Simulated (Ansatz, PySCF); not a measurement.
Noncovalent pair: HCl (SMILES Cl) (first 2 atoms) with ClH3Si (SMILES [SiH3]Cl); geometry from B3LYP-D3(BJ)/def2-TZVP, rigid monomers moved along the line of their centres of mass till H2···Cl4 is 2.84 Å.
(charge 0, multiplicity 1):
| atom | x (Å) | y (Å) | z (Å) |
|---|---|---|---|
| Cl | -0.3135 | -0.4178 | 0.9692 |
| H | 0.5898 | -0.1007 | 1.8322 |
| Si | -0.4513 | 0.4464 | 5.1448 |
| Cl | 1.4995 | 0.5829 | 4.4297 |
| H | -0.9236 | -0.9293 | 4.9120 |
| H | -1.2714 | 1.4265 | 4.4120 |
| H | -0.4106 | 0.7582 | 6.5855 |

Quantity: the interaction energy.

Interaction energies are E(AB) − E(A) − E(B) at the monomers' geometry in the complex; basis-set methods are counterpoise corrected.

Correlated levels freeze the cores. CBS(a, b) extrapolates the correlation energy as X⁻³ and adds the Hartree–Fock energy of set b.

Codes used: Ansatz (Gaussian orbitals); PySCF for the dispersion terms. Values without a source in brackets are computed.

Costs are ratios of core time to PBE/def2-TZVPPD (roughly 9 s), for whole runs (searches for the state included, and forces where a run took them) on one shared machine, so rough; each difference counts from -2.23 kcal/mol (MP2/CBS(aug-cc-pV(D+d)Z, aug-cc-pV(T+d)Z) + ΔCCSD(T)/aug-cc-pV(D+d)Z, a level with limits of its own).

```
level                      basis functions  cost
-------------------------  ---------------  ----
PBE/def2-TZVPPD                        218    ×1
PBE-D3(BJ)/def2-TZVPPD                 218    ×1
B3LYP/def2-TZVPPD                      218    ×1
B3LYP-D3(BJ)/def2-TZVPPD               218    ×1
PBE0/def2-TZVPPD                       218    ×1
PBE0-D3(BJ)/def2-TZVPPD                218    ×1
r2SCAN/def2-TZVPPD                     218    ×2
r2SCAN-D3(BJ)/def2-TZVPPD              218    ×2
MP2/aug-cc-pV(T+d)Z                    257    ×2
wB97X-V/def2-TZVPPD                    218    ×3
wB97M-V/def2-TZVPPD                    218    ×3
CCSD(T)/aug-cc-pV(D+d)Z                132    ×4
```

Each difference (kcal/mol): PBE/def2-TZVPPD 0.54; PBE-D3(BJ)/def2-TZVPPD -0.41; B3LYP/def2-TZVPPD 1.24; B3LYP-D3(BJ)/def2-TZVPPD -0.35; PBE0/def2-TZVPPD 0.64; PBE0-D3(BJ)/def2-TZVPPD -0.32; r2SCAN/def2-TZVPPD 0.27; r2SCAN-D3(BJ)/def2-TZVPPD -0.13; MP2/aug-cc-pV(T+d)Z -0.11; wB97X-V/def2-TZVPPD -0.01; wB97M-V/def2-TZVPPD 0.06; CCSD(T)/aug-cc-pV(D+d)Z 0.31.

Ansatz is a program for electronic structure.
